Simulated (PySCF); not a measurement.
A calculated (PBE, PySCF 2.14, aug-cc-pwCVDZ, no relativity, point nucleus) atom or ion has these occupied shells.

```json
{"shell": "1s α", "electrons": "1", "orbital energy (eV)": "-2399.2", "rms radius, mean of both spins (bohr)": "0.113"}
{"shell": "1s β", "electrons": "1", "orbital energy (eV)": "-2398.8", "rms radius, mean of both spins (bohr)": "0.113"}
{"shell": "2s α", "electrons": "1", "orbital energy (eV)": "-211.80", "rms radius, mean of both spins (bohr)": "0.524"}
{"shell": "2s β", "electrons": "1", "orbital energy (eV)": "-211.39", "rms radius, mean of both spins (bohr)": "0.524"}
{"shell": "2p α", "electrons": "3", "orbital energy (eV)": "-157.87", "rms radius, mean of both spins (bohr)": "0.495"}
{"shell": "2p β", "electrons": "3", "orbital energy (eV)": "-157.40", "rms radius, mean of both spins (bohr)": "0.495"}
{"shell": "3s α", "electrons": "1", "orbital energy (eV)": "-18.818", "rms radius, mean of both spins (bohr)": "1.80"}
{"shell": "3p α", "electrons": "3", "orbital energy (eV)": "-8.365", "rms radius, mean of both spins (bohr)": "2.24"}
{"shell": "3p β", "electrons": "2", "orbital energy (eV)": "-6.599", "rms radius, mean of both spins (bohr)": "2.24"}
```

Task: Name the element and its charge.

Result: S (sulfur, neutral), in [Ne] 3s1 3p5, high-spin 3P determinant (an excited configuration).
